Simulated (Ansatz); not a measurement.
`BCBC` → `BBC` + `[CH2]` (triplet) at 298.15 K and 1 bar (formal loss of a carbene).

Isolated molecules relaxed with PBE0-D4/def2-TZVP in Ansatz; ΔE leaves out vibrations. CCSD(T)/CBS is the MP2 limit (def2-TZVPP, def2-QZVPP) plus CCSD(T) − MP2 in def2-TZVPP, frozen cores. This one scheme is used for every species. Triplets are unrestricted, without spin–orbit coupling. Each species was taken in one conformer, which may not be the lowest.

| species | CCSD(T)/CBS energy (Eh) | H − E (kJ/mol) | S (J/(mol·K)) |
| --- | --- | --- | --- |
| `BCBC` | -130.49141 | 272.0 | 326.0 |
| `BBC` | -91.20122 | 193.6 | 291.4 |
| `[CH2]` (triplet) | -39.09499 | 55.4 | 195.3 |

H − E and S are ideal-gas, rigid-rotor, harmonic terms from PBE0-D4/def2-TZVP, for one conformer and one mirror image of each species, with the whole ground term of open shells counted as degenerate. 1 Eh = 2625.50 kJ/mol, R = 8.31446 J/(mol·K).

**Question.** By hand: ΔE, ΔH, ΔS and ΔG.

**Answer.** ΔE = (-91.20122) + (-39.09499) − (-130.49141) = 0.19520 Eh = 512.5 kJ/mol. Δ(H − E) = 193.6 + 55.4 − 272.0 = -23.0, so ΔH = 489.5 kJ/mol. ΔS = 291.4 + 195.3 − 326.0 = 160.7 J/(mol·K). ΔG = 489.5 − 298.15 × (160.7)/1000 = 441.6 kJ/mol.

**Question.** By hand: the equilibrium constant, and the temperature at which ΔG would vanish if ΔH and ΔS stayed fixed.

**Answer.** log₁₀ K = −ΔG/(RT ln 10) = -77.4. ΔG = 0 at ΔH/ΔS = 3046 K, far beyond where these terms or the molecules hold.

The number of gas molecules changes by +1, which sets the sign of ΔS. A doubt of 5 kJ/mol in ΔE shifts log₁₀ K by 0.9 here. Other conformers and mirror images would add mixing entropy, several J/(mol·K) or more a flexible species. A triplet takes part, so the spin changes. These are equilibria of isolated gas molecules and say nothing of rates. Largest T1 diagnostic: 0.011 (customary marks: 0.02 for closed shells, 0.045 for open ones).
